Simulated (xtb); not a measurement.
C4H2BrF, SMILES F/C(=C/Br)C#C. All values are semi-empirical tight-binding results from xtb (GFN2-xTB unless named), good for trends rather than for accurate numbers. Geometry optimised at GFN2-xTB. The structure was generated by enumeration; whether it is a known compound was not checked.

Optimised geometry:

```xyz
8

C     -1.9975     1.9467     0.0000
C     -0.8401     1.6260     0.0000
C      0.5223     1.2654     0.0000
F      1.3984     2.2921     0.0000
C      1.0081     0.0223     0.0000
Br    -0.1084    -1.4806     0.0000
H     -3.0131     2.2108     0.0000
H      2.0660    -0.1825     0.0000
```
Charge 0, spin multiplicity 1.

Computed properties:
```
Property                                        Value
--------------------------------------  -------------
point group as xtb finds it                        Cs
orbital gap                                   3.47 eV
zero-point energy                       26.5 kcal/mol
G − E(el) at 298.15 K (modified RRHO)    6.5 kcal/mol
static polarisability (D4 model)           65.2 bohr³
solvation energy, GFN2-xTB/ALPB(water)  -2.0 kcal/mol
solvation energy, GFN2-xTB/ALPB(thf)    -6.3 kcal/mol
```

Computed atomic charges and the Wiberg bond orders between heavy atoms:
charges (e) C1 -0.06, C2 -0.01, C3 0.19, F4 -0.21, C5 0.01, Br6 -0.12, H7 0.11, H8 0.08. Bond orders C1–C2 2.82, C2–C3 1.11, C3–F4 0.96, C3–C5 1.73, C5–Br6 1.04.
